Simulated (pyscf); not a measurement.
Optimised with ωB97X-D3(BJ)/def2-SVP in PySCF.

SMILES: [CH3][Bi]([CH3])[SeH]
```xyz
11

C     -1.1977    -0.7452    -1.9015
Bi    -0.2339     0.2872    -0.1500
C     -0.2167     2.2800    -1.1942
Se     2.2182    -0.3410    -0.8575
H     -2.2687    -0.4928    -1.9337
H     -0.7134    -0.4150    -2.8310
H     -1.0789    -1.8323    -1.7916
H     -1.2290     2.7121    -1.1798
H      0.4789     2.9546    -0.6757
H      0.1106     2.1438    -2.2344
H      2.0138     0.0556    -2.2550
```
Charge 0, spin multiplicity 1.

How much does it cost (ΔH, 298 K, ωB97M-D3(BJ)/def2-TZVP) to split H₃C–Bi(CH₃)–SeH at its Bi–Se bond into H₃C–Bi•–CH₃ + SeH•?

Bi–Se to H₃C–Bi•–CH₃ + SeH•: 2.26 eV. The 7 functionals that were run give +2.04 (M06-2X) to +2.76 eV (ωB97X-D3(BJ)/def2-TZVP). Other isomers of H₃C–Bi•–CH₃ were not searched in full and may lie lower. Left out: the spin-orbit lowering of SeH, which is large for Br, Se, Te and I. Elements up to Kr have no core potential and no relativistic terms here. Elements past Kr carry the def2 core potentials, without spin-orbit coupling.
